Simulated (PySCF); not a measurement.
A calculated (B3LYP, PySCF 2.14, cc-pVDZ-DK, scalar relativity by spin-free X2C-1e) atom or ion has these occupied shells.

```json
{"shell": "1s", "electrons": "2", "orbital energy (eV)": "-843.38", "rms radius, mean of both spins (bohr)": "0.183"}
{"shell": "2s", "electrons": "2", "orbital energy (eV)": "-38.866", "rms radius, mean of both spins (bohr)": "0.982"}
{"shell": "2p", "electrons": "6", "orbital energy (eV)": "-14.463", "rms radius, mean of both spins (bohr)": "1.09"}
```

(1) Name the element and its charge.

## Answers

(1) Ne (neon, neutral), in [Ne], closed-shell 1S.
